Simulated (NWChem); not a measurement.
System meant: C2H6STe; SMILES CC[Te]S

NWChem input:

```
start job
memory heap 200 mb stack 900 mb global 1100 mb
geometry units angstroms noautoz
  Te     0.708829    -0.163456     0.001381
  C     -0.237857     1.711228    -0.562964
  C     -1.322571     2.168019     0.387004
  H     -0.610205     1.574334    -1.588206
  H      0.608140     2.417278    -0.607434
  H     -0.927923     2.352333     1.397330
  H     -2.118392     1.411470     0.467037
  H     -1.783312     3.101933     0.023404
  S     -1.295457    -1.509137     0.037474
  H     -1.289200    -1.866491    -1.267920
end
basis spherical
  * library def2-svp
end
ecp
  Te library def2-ecp
end
dft
  odft
  mult 2
  xc xpbe96 cpbe96
  iterations 150
  mulliken
end
task dft energy
```

End of the output:

```
 Summary of "ao basis" -> "" (spherical)
 ------------------------------------------------------------------------------
       Tag                 Description            Shells   Functions and Types
 ---------------- ------------------------------  ------  ---------------------
 *                          def2-svp                  on all atoms

 Summary of "ao basis" -> "ao basis" (spherical)
 ------------------------------------------------------------------------------
       Tag                 Description            Shells   Functions and Types
 ---------------- ------------------------------  ------  ---------------------
 Te                         def2-svp                10       26   4s4p2d
 C                          def2-svp                 6       14   3s2p1d
 H                          def2-svp                 3        5   2s1p
 S                          def2-svp                 8       18   4s3p1d

 Summary of "ao basis" -> "ao basis" (spherical)
 ------------------------------------------------------------------------------
       Tag                 Description            Shells   Functions and Types
 ---------------- ------------------------------  ------  ---------------------
 Te                         def2-svp                10       26   4s4p2d
 C                          def2-svp                 6       14   3s2p1d
 H                          def2-svp                 3        5   2s1p
 S                          def2-svp                 8       18   4s3p1d

  number of electrons :                   58
  multiplicity        :                    2
 ------------------------------------------------------------------------
  no. of electrons and multiplicity not compatible                  58
 ------------------------------------------------------------------------
 ------------------------------------------------------------------------
  current input line :
    28: task dft energy
 ------------------------------------------------------------------------
 ------------------------------------------------------------------------
 There is an error in the input file
 ------------------------------------------------------------------------
 For more information see the NWChem manual at https://nwchemgit.github.io

0: no. of electrons and multiplicity not compatible:Received an Error in Communication
```

### Question
Can this run be used? If not, why, and what is the fix?

### Answer
The input was rejected before any calculation. Cause: the multiplicity doesn't fit the number of electrons (an even count wants an odd multiplicity, and the reverse). This input runs:
```
start job
memory heap 200 mb stack 900 mb global 1100 mb
geometry units angstroms noautoz
  Te     0.708829    -0.163456     0.001381
  C     -0.237857     1.711228    -0.562964
  C     -1.322571     2.168019     0.387004
  H     -0.610205     1.574334    -1.588206
  H      0.608140     2.417278    -0.607434
  H     -0.927923     2.352333     1.397330
  H     -2.118392     1.411470     0.467037
  H     -1.783312     3.101933     0.023404
  S     -1.295457    -1.509137     0.037474
  H     -1.289200    -1.866491    -1.267920
end
basis spherical
  * library def2-svp
end
ecp
  Te library def2-ecp
end
dft
  xc xpbe96 cpbe96
  iterations 150
  mulliken
end
task dft energy
```
It converges to -745.56238 Ha (PBE/def2-SVP with def2 effective core potentials on Te).
